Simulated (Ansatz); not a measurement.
A made-up structure of AlH3TeO, closed shell:

O1  (-0.094, 0.544, -0.328)
Al2  (-0.895, -0.927, -0.580)
Te3  (1.631, 0.598, 1.511)
H4  (-1.959, -1.122, -1.647)
H5  (-0.281, 1.334, -0.858)
H6  (1.322, -0.997, 1.839)
(Å)

It is relaxed with PBE-D4/def2-SVP and then PBE0-D4/def2-TZVP (Ansatz 0.2.0). Atoms count as bonded within 1.22 times the sum of their covalent radii (H–H: 0.88 Å). The end point is not checked to be a true minimum.

Does its bonding change? (A judgement: the text doesn't fix the answer.)

The calculation gives: Yes. Formed: Al2–Te3; broken: none.

Where it ends: The first stage lowers the energy by 3.72 eV in 12 steps. It ends as AlH₃TeO ([OH][AlH][TeH]):
O1  (-0.379, 1.383, -0.984)
Al2  (-0.259, -0.127, -0.227)
Te3  (1.433, -0.218, 1.637)
H4  (-1.138, -1.367, -0.659)
H5  (-0.975, 1.573, -1.706)
H6  (1.041, -1.812, 1.877)
(Å)

Labels in which every atom is bracketed show which atoms are joined, not bond orders.

For scale, one of the runs: PBE0-D4/def2-TZVP relaxation, 136 basis functions, launched by `ansatz run in.yaml --threads 2 --pin off --events-out ev --progress --plain --max-ram 4352MiB`. Hardware: 2 CPU threads of an Arm Neoverse V2, shared host. Wall time about 20 s.
